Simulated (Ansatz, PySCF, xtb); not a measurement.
Reaction R1 + 2 R2 → P1, each structure at its B3LYP-D3(BJ)/def2-TZVP stationary point, reached from a drawn start (curvature not checked).
R1: O2Ti (SMILES [O]=[Ti]=[O]), charge 0, multiplicity 1.
P1, H4O4Ti (SMILES [OH][Ti]([OH])([OH])[OH]) (charge 0, multiplicity 1):
```tsv
atom	x (Å)	y (Å)	z (Å)
Ti	0.0575	0.1296	0.0277
O	1.1551	1.0631	1.1334
H	1.7723	0.7508	1.8001
O	1.0198	-1.0329	-0.9751
H	0.9148	-1.9815	-1.0854
O	-0.8155	1.3177	-1.0204
H	-0.9044	1.3766	-1.9751
O	-1.1246	-0.8493	0.9898
H	-2.0749	-0.7740	1.1050
```
R2: H2O (SMILES O), charge 0, multiplicity 1.

P less R. No zero-point or thermal terms; no spin–orbit coupling. One arrangement of each flexible species, with no search for the lowest.

Correlated levels freeze the cores.

The values were computed with Ansatz (an electronic-structure program) with Gaussian orbitals; PySCF for the D3/D4 terms; xtb for the GFN methods. Each number belongs to the level named beside it.

One of these levels gives -151.65 kcal/mol for the reaction energy. Name it.
A) BHLYP-D3(BJ)/def2-TZVPP
B) GFN1-xTB
C) HF/def2-SVP
D) B2PLYP/def2-TZVPP

C, HF/def2-SVP. The others give -127.46 (GFN1-xTB), -139.32 (BHLYP-D3(BJ)/def2-TZVPP), -111.06 (B2PLYP/def2-TZVPP)
